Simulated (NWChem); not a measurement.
System: C4H8; SMILES C/C=C\C

NWChem input:

```
start job
memory heap 200 mb stack 900 mb global 1100 mb
geometry units angstroms noautoz
  C      1.584922     0.000000     0.517049
  C      0.669733     0.000000    -0.663875
  C     -0.669733     0.000000    -0.663875
  C     -1.584922     0.000000     0.517049
  H      2.246625    -0.882576     0.502068
  H      2.246625     0.882576     0.502068
  H      1.048621     0.000000     1.476086
  H      1.167078     0.000000    -1.641667
  H     -1.167078     0.000000    -1.641667
  H     -1.048621     0.000000     1.476086
  H     -2.246625    -0.882576     0.502068
  H     -2.246625     0.882576     0.502068
end
basis spherical
  * library 6-31g*
end
dft
  xc b3lyp
  iterations 150
  mulliken
end
task dft energy
```

Output (shortened):

```
             Northwest Computational Chemistry Package (NWChem) 7.3.0
             --------------------------------------------------------

 C2V symmetry detected

                             Geometry "geometry" -> ""
                             -------------------------

 Output coordinates in angstroms (scale by  1.889725989 to convert to a.u.)

  No.       Tag          Charge          X              Y              Z
 ---- ---------------- ---------- -------------- -------------- --------------
    1 C                    6.0000     1.58492200     0.00000000     0.51969906
    2 C                    6.0000     0.66973300     0.00000000    -0.66122494
    3 C                    6.0000    -0.66973300     0.00000000    -0.66122494
    4 C                    6.0000    -1.58492200     0.00000000     0.51969906
    5 H                    1.0000     2.24662500    -0.88257600     0.50471806
    6 H                    1.0000     2.24662500     0.88257600     0.50471806
    7 H                    1.0000     1.04862100     0.00000000     1.47873606
    8 H                    1.0000     1.16707800     0.00000000    -1.63901694
    9 H                    1.0000    -1.16707800     0.00000000    -1.63901694
   10 H                    1.0000    -1.04862100     0.00000000     1.47873606
   11 H                    1.0000    -2.24662500    -0.88257600     0.50471806
   12 H                    1.0000    -2.24662500     0.88257600     0.50471806

 Effective nuclear repulsion energy (a.u.)     117.3457511671

      Symmetry information
      --------------------

 Group name             C2v
 Group number             16
 Group order               4
 No. of unique centers     5

                                 NWChem DFT Module
                                 -----------------

 Summary of "ao basis" -> "ao basis" (spherical)
 ------------------------------------------------------------------------------
       Tag                 Description            Shells   Functions and Types
 ---------------- ------------------------------  ------  ---------------------
 C                           6-31g*                  6       14   3s2p1d
 H                           6-31g*                  2        2   2s

      Symmetry analysis of basis
      --------------------------

        a1         26
        a2         10
        b1         26
        b2         10

            General Information
            -------------------
          SCF calculation type: DFT
          Wavefunction type:  closed shell.
          No. of atoms     :    12
          No. of electrons :    32
           Alpha electrons :    16
            Beta electrons :    16
          Charge           :     0
          Spin multiplicity:     1
          Use of symmetry is: on ; symmetry adaption is: on
          Maximum number of iterations: 150
          AO basis - number of functions:    72
                     number of shells:    40
          Convergence on energy requested:  1.00D-06
          Convergence on density requested:  1.00D-05
          Convergence on gradient requested:  5.00D-04

              XC Information
              --------------
                         B3LYP Method XC Potential
                     Hartree-Fock (Exact) Exchange  0.200
                        Slater Exchange Functional  0.800 local
                    Becke 1988 Exchange Functional  0.720 non-local
              Lee-Yang-Parr Correlation Functional  0.810
                  VWN I RPA Correlation Functional  0.190 local

             Grid Information
             ----------------
          Grid used for XC integration:  medium
          Radial quadrature: Mura-Knowles
          Angular quadrature: Lebedev.
          Tag              B.-S. Rad. Rad. Pts. Rad. Cut. Ang. Pts.
          ---              ---------- --------- --------- ---------
          C                   0.70       49          10.0       434
          H                   0.35       45          11.0       434
          Grid pruning is: on
          Number of quadrature shells:   233
          Spatial weights used:  Erf1

      Superposition of Atomic Density Guess
      -------------------------------------

 Sum of atomic energies:        -154.62687691

      Non-variational initial energy
      ------------------------------

 Total energy =    -157.300835
 1-e energy   =    -437.879243
 2-e energy   =     163.232657
 HOMO         =      -0.270371
 LUMO         =       0.042925

      Symmetry analysis of molecular orbitals - initial
      -------------------------------------------------

  Numbering of irreducible representations:

     1 a1          2 a2          3 b1          4 b2

  Orbital symmetries:

     1 a1          2 b1          3 a1          4 b1          5 a1
     6 b1          7 a1          8 b1          9 a1         10 b2
    11 a1         12 a2         13 b1         14 a1         15 b1
    16 b2         17 a2         18 a1         19 a1         20 b1
    21 b2         22 b1         23 a1         24 a2         25 a1
    26 b1

     ---------------------------------------------
      Total Density - Mulliken Population Analysis
     ---------------------------------------------

    Atom       Charge   Shell Charges
 -----------   ------   -------------------------------------------------------
    1 C    6     6.69   2.00  0.71  2.04  0.67  1.23  0.03
    2 C    6     6.21   2.00  0.74  1.91  0.53  0.99  0.04
    3 C    6     6.21   2.00  0.74  1.91  0.53  0.99  0.04
    4 C    6     6.69   2.00  0.71  2.04  0.67  1.23  0.03
    5 H    1     0.77   0.46  0.30
    6 H    1     0.77   0.46  0.30
    7 H    1     0.77   0.47  0.31
    8 H    1     0.79   0.47  0.32
    9 H    1     0.79   0.47  0.32
   10 H    1     0.77   0.47  0.31
   11 H    1     0.77   0.46  0.30
   12 H    1     0.77   0.46  0.30

[...]
```

Level: B3LYP/6-31G* (spherical d). Coordinates come from a PBE0/def2-SVP optimisation. B3LYP is NWChem's, with the RPA form of VWN correlation.
